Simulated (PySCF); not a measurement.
## Cost of excited-state runs on `C=C/C(=C\[O][GeH3])[O][GeH3]`, C₄H₁₀Ge₂O₂

Bonds (- single, = double, # triple, : aromatic): C1=C2, C2-C3, C3=C4, C4-O5, O5-Ge6, C3-O7, O7-Ge8. C1 carries H9, H10; C2 carries H11; C4 carries H12; Ge6 carries H13, H14, H15; Ge8 carries H16, H17, H18. Stereochemistry as in C=C/C(=C\[O][GeH3])[O][GeH3]. H9 is cis to C3; H10 is trans to C3.

PySCF with density fitting, on 1 thread of an Intel Xeon, shared host. Command: `OMP_NUM_THREADS=1 python excited_run.py task.json out`

**Question.** How long does each of these runs take, and how much memory?
- open-shell absorption, CAM-B3LYP/ANO-RCC-VDZP; spin flip; reference multiplicity 3; 15 states; Tamm-Dancoff; fitting basis def2-universal-jkfit
- open-shell absorption, PBE50/def2-SVP; 8 states; spin flip; reference multiplicity 3

**Answer.** 
| run | level | basis functions | wall time | peak memory (GiB) |
| --- | --- | --- | --- | --- |
| open-shell absorption | CAM-B3LYP/ANO-RCC-VDZP | 188 | 4.3 min | 0.85 |
| open-shell absorption | PBE50/def2-SVP | 198 | 2.4 min | 0.78 |

Times from a shared host are rough.
